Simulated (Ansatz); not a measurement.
# From F to I: the HOMO–LUMO gap

All atoms of one element are swapped for its congeners: [F2]+; [Cl2]+; [Br2]+; [I2]+. All are doublets with charge 1.

Shapes, held fixed at every level: PBE0-D4/def2-TZVP. Programs: Ansatz 0.2.0. Values in eV.

```
               level  [F2]+  [Cl2]+  [Br2]+  [I2]+
   PBE-D4/def2-TZVPP   0.33    0.11    0.03   0.01
r2SCAN-D4/def2-TZVPP   1.15    0.46    0.30   0.29
 B3LYP-D4/def2-TZVPP   3.66    2.02    1.66   1.38
 BHLYP-D4/def2-TZVPP   8.73    5.00    4.24   3.57
  PBE0-D4/def2-TZVPP   4.49    2.55    2.15   1.81
  wB97M-V/def2-TZVPP   9.60    6.94    6.40   5.79
```

At wB97M-V/def2-TZVPP the HOMO–LUMO gap falls at every step, from 9.60 to 5.79 eV. Every level shows the same order. Open shells run unrestricted unless RO is named. For atoms past krypton def2 sets carry core potentials with scalar relativity. Relativity is left out for Br unless named. Orbital gaps aren't excitation energies, and the LUMO depends on the basis.
